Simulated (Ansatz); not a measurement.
The cluster Rb3 was relaxed with B3LYP (def2-TZVP) in Ansatz in these states: neutral doublet, neutral quartet. The geometries follow in no particular order.

In the def2 sets Rb takes a core potential; there is no spin–orbit coupling.

A:

Cartesian coordinates in Å:
```
Rb 3.206 -1.659 0.852
Rb -2.406 1.442 -2.426
Rb -0.800 0.217 1.574
```

B:

Cartesian coordinates in Å:
```
Rb 2.328 3.733 -0.684
Rb -3.018 -1.659 2.822
Rb 0.690 -2.073 -2.137
```

Task: Judge from the bond lengths which geometry belongs to which state (an estimate).

Result: A is the neutral doublet (Rb2–Rb3 4.481 Å, Rb1–Rb3 4.482 Å); B is the neutral quartet (Rb2–Rb3 6.205 Å, Rb1–Rb3 6.205 Å).

At PBE0/def2-TZVP a doublet lies 0.62 eV below the neutral quartet. These are the stationary points nearest to one start from a short search; other shapes may lie lower in each state. The neutral quartet has come apart into loosely held pieces.
